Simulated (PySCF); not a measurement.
A structure optimised at PBE-D3(BJ)/def2-SVP, used in a PySCF frequency run:

```xyz
12

Be    -0.2092     0.2002     0.0000
Br     1.7519    -0.0272     0.0000
C     -1.8866     0.4013     0.0000
C     -2.5556    -0.1581     1.2732
C     -2.5556    -0.1581    -1.2732
H     -2.0441     1.5091     0.0000
H     -3.6512     0.0419     1.2776
H     -2.4338    -1.2599     1.3503
H     -2.1396     0.2833     2.2029
H     -2.1396     0.2833    -2.2029
H     -3.6512     0.0419    -1.2776
H     -2.4338    -1.2599    -1.3503
```
Charge 0, spin multiplicity 1.

### Question
Write its SMILES, formula and point group.

### Answer
C[CH](C)[Be][Br], C3H7BeBr, Cs

### Question
What are its rotational constants (standard atomic weights)?

### Answer
7.8598, 1.0176, 0.92945 GHz
